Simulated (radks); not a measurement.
Results of a calculation; reference values are marked as such.
Numerical settings for the sulfur ion S9+, [He] 2s2 2p3. Code: a radial shooting solver on a logarithmic mesh with Libxc functionals. Model: non-relativistic Kohn-Sham, r2SCAN, spin-polarised, spherical densities, point nucleus; open shells are filled with parallel spins first; meta-GGA in the generalised Kohn-Sham scheme. The defaults (mesh step 0.008 in ln r, mesh end at 40 bohr or more with all orbitals vanishing there, Anderson mixing 0.5 over 9 steps, residual threshold near 1e-9 with the energy settled to 1e-9 hartree or 1e-11 of itself, here a cap of 85 iterations) give E = -351.594 hartree and 2p at -424.27 eV in 9 iterations. Run on one thread of a shared host, so times are rough (Arm Neoverse V2): 0.05 s of CPU time, 0.05 s wall, 9 iterations on 2476 mesh points. One setting is changed at a time: mesh step in ln r 0.05; mesh step in ln r 0.012; mesh step in ln r 0.003; mesh end (bohr) 3; mesh end (bohr) 400; residual threshold 1e-13; residual threshold 1e-05; mixing 2.5; linear mixing, mixing 1; linear mixing, mixing 0.5; mixing history 20; iteration cap 3. Which runs fail to converge, and which converge to a wrong energy?

Answer. Not converged within the cap: residual threshold 1e-13; iteration cap 3. No run marked as converged misses the energy by more than 1 mhartree.
